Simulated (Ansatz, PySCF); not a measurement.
BH3, SMILES B. Atoms are numbered in the order given.

```xyz
4

B      0.0000     0.0000    -0.0065
H     -1.0300     0.5947    -0.0065
H      0.0000    -1.1894    -0.0065
H      1.0300     0.5947    -0.0065
```
Charge 0, spin multiplicity 1.

Geometry optimised at B3LYP-D3(BJ)/def2-TZVPD. The isomer is the one that the SMILES or the coordinates give; other isomers of the formula were not compared.

Two levels are set side by side: PBE-D3(BJ)/def2-TZVPD (Ansatz, a program for electronic structure) and B3LYP-D3(BJ)/def2-TZVPD (Ansatz). Each level has its own optimised geometry; the coordinates shown are those of the second. Frequencies come from the Hessian of PySCF at each geometry. Differences are taken from unrounded values.

```csv
quantity,B3LYP-D3(BJ)
mean bond length (Å),1.189
bond B1–H2 (Å),1.189
bond B1–H3 (Å),1.189
bond B1–H4 (Å),1.189
highest harmonic wavenumber (cm⁻¹),2694
mean harmonic wavenumber (cm⁻¹),1920
zero-point energy (kcal/mol),16.46
```

### Question
What does PBE-D3(BJ) give, and how far is it from B3LYP-D3(BJ)? (An estimate is asked for; the answer gives what the named calculation found.)

### Answer

| quantity | PBE-D3(BJ) | PBE-D3(BJ) minus B3LYP-D3(BJ) |
|---|---|---|
| mean bond length (Å) | 1.199 | 0.010 |
| bond B1–H2 (Å) | 1.199 | 0.010 |
| bond B1–H3 (Å) | 1.199 | 0.010 |
| bond B1–H4 (Å) | 1.199 | 0.010 |
| highest harmonic wavenumber (cm⁻¹) | 2639 | -55 |
| mean harmonic wavenumber (cm⁻¹) | 1868 | -52 |
| zero-point energy (kcal/mol) | 16.02 | -0.44 |

Exact exchange shortens and stiffens bonds; PBE has none. Differences between two approximate levels are no errors against the true value.
